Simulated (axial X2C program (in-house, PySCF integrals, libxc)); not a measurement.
Testing model relations on CrCl⁺

A bond curve at the CCSD(T) level, with spin–orbit coupling, was computed with an axial X2C code built on PySCF integrals (basis Cr dyall-cv3z [9s10p6d3f2g], Cl dyall-av3z [9s8p3d2f] (cores contracted in-house)) for the state Ω = 2 (⟨Sz⟩ = 2.00, ⟨Lz⟩ = 0.00 at HF). Its fit gives Re = 2.1355 Å, ωe = 493.1 cm⁻¹, ωexe = 1.46 cm⁻¹ and αe = 7.403e-04 cm⁻¹; the masses are 51.9405 and 34.9689 u. Two-component means X2C with spin–orbit coupling and atomic mean-field Coulomb and Gaunt terms.

Correlated methods: 12 electrons correlated (number of frozen shells: Cr 3 s, 2 p; Cl 2 s, 1 p), 262 virtual spin orbitals or spinors in MP2, 90 natural virtuals in coupled cluster.

**Question.** Find the reduced mass, Be and the force constant.

**Answer.** From the CCSD(T) values: μ = 20.8988 u. Be = 16.8576/(μ Re²) = 0.1769 cm⁻¹. k = 5.8918×10⁻⁷ μ ωe² = 2.99 mdyn/Å.

**Question.** Where do the fundamental and the first overtone lie?

**Answer.** ν(1←0) = ωe − 2ωexe = 490.2 cm⁻¹; ν(2←0) = 2ωe − 6ωexe = 977.4 cm⁻¹.

**Question.** Estimate the centrifugal constant by the Kratzer relation.

**Answer.** D = 4Be³/ωe² = 9.10e-08 cm⁻¹.

**Question.** Estimate De from a Morse curve and compare with the computed well depth of 2.277 eV to Cr+ + Cl.

**Answer.** De(Morse) = ωe²/(4ωexe) = 5.162 eV against 2.277 eV computed, a ratio of 2.27. The extrapolation overshoots: the well softens faster than a Morse curve, or the lowest atomic limit lies below the one to which the curve heads.

**Question.** A Morse curve ties αe to the other constants (Pekeris). How well does that hold?

**Answer.** αe(Morse) = 6Be²/ωe × (√(ωexe/Be) − 1) = 7.130e-04 cm⁻¹; the CCSD(T) curve gives 7.403e-04 cm⁻¹, a ratio of 0.96.

The state is one determinant whose occupation by symmetry is held fixed; it was picked as the lowest of a PBE0 search that is not exhaustive. De is counted from the lowest determinant-based energies of the atoms at the same level, without counterpoise correction. Coupled cluster ran in a truncated set of natural virtual spinors; the MP2 energy of the rest was added. (T) has no such correction and the atoms are truncated less, which lowers De at CCSD(T) by a hundredth of an eV or more. PBE0 can misorder states that lie within some tenths of an eV, so this need not be the ground state of the molecule. The nearest other spin-free determinant of the search, M_S = 2, Λ = 1, lies 0.14 eV up at the distance of the search. With several unpaired electrons one determinant need not be a pure state. A state of lower Ω lies just above, and one determinant can place such states too high, so the state shown need not be the lowest. The search has Ω = 1 only 0.12 eV up. Open-shell Ω = 0 determinants with evenly filled partner blocks cannot be reached by this program, so the Ω shown need not be the lowest component.
